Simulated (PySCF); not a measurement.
Gas-phase reaction: 2 Zn + 2 NH3 = 2 ZnH2 + N2H2

Energies from PySCF, thermal terms from the rigid-rotor harmonic-oscillator model, ideal gas at 1 bar. † marks an energy on the PBE0/def2-TZVP geometry and frequencies; other levels use their own. MP2 and CCSD(T) freeze the core. 6-31G* has spherical d functions here. All species are closed-shell singlets. B3LYP is the form with VWN-RPA correlation. Zn: all electrons, no relativistic terms. ZnH2: computed as isolated molecules; such fragments, hydroxides, amides, oligomers or adducts are transient or little studied in the gas. MP2 isn't extrapolated to the basis-set limit; its ΔH°(298 K) is 270.8 kJ in def2-SVP and 313.4 kJ in def2-TZVPP. CCSD(T) isn't extrapolated to the basis-set limit; its ΔH°(298 K) is 289.4 kJ in def2-SVP and 316.4 kJ in def2-TZVPP. The harmonic model lacks anharmonicity and excited electronic states, which grow with temperature; levels with a mode under 35 cm⁻¹ are left out.

| level | ΔE electronic, kJ | ΔH°(298 K), kJ | ΔS°(298 K), J/K | ΔG°(800 K), kJ |
|---|---|---|---|---|
| B3LYP/6-31G* | 274 | 222 | -83 | 285 |
| CCSD(T)/def2-SVP† | 338 | 289 | -87 | 358 |
| MP2/def2-TZVPP† | 362 | 313 | -87 | 382 |
| PBE0/def2-QZVP† | 370 | 321 | -87 | 389 |
| PBE0/def2-SVP† | 330 | 281 | -87 | 350 |
| PBE0/def2-TZVP | 367 | 319 | -87 | 387 |
| ωB97M-V/def2-TZVP† | 349 | 300 | -87 | 369 |
| ωB97X-V/def2-TZVP† | 323 | 275 | -87 | 343 |
ΔH° is lowest at B3LYP/6-31G* and highest at PBE0/def2-QZVP†. No reference value is set beside these.
